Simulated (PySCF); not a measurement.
CH3I3Sn, SMILES [CH3][Sn]([I])([I])[I]. The structure is a stationary point at B3LYP-D3(BJ)/def2-SVP. The def2 effective core potentials stand for the cores of I, Sn; spin–orbit coupling is left out.

Computed equilibrium geometry at B3LYP-D3(BJ)/def2-SVP (PySCF confirms it by a frequency run) as bond lengths and angles, and its point group:
point group C3v.
Atoms: C1 Sn2 I3 I4 I5 H6 H7 H8. Bond lengths (Å): C1–Sn2 2.161, C1–H6 1.098, C1–H7 1.098, C1–H8 1.098, Sn2–I3 2.717, Sn2–I4 2.717, Sn2–I5 2.717. Bond angles (°): Sn2–C1–H6 108.1, Sn2–C1–H7 108.1, Sn2–C1–H8 108.1, H6–C1–H7 110.9, H6–C1–H8 110.9, H7–C1–H8 110.9, C1–Sn2–I3 110.3, C1–Sn2–I4 110.3, C1–Sn2–I5 110.3, I3–Sn2–I4 108.6, I3–Sn2–I5 108.6, I4–Sn2–I5 108.6.
Charge 0, spin multiplicity 1.
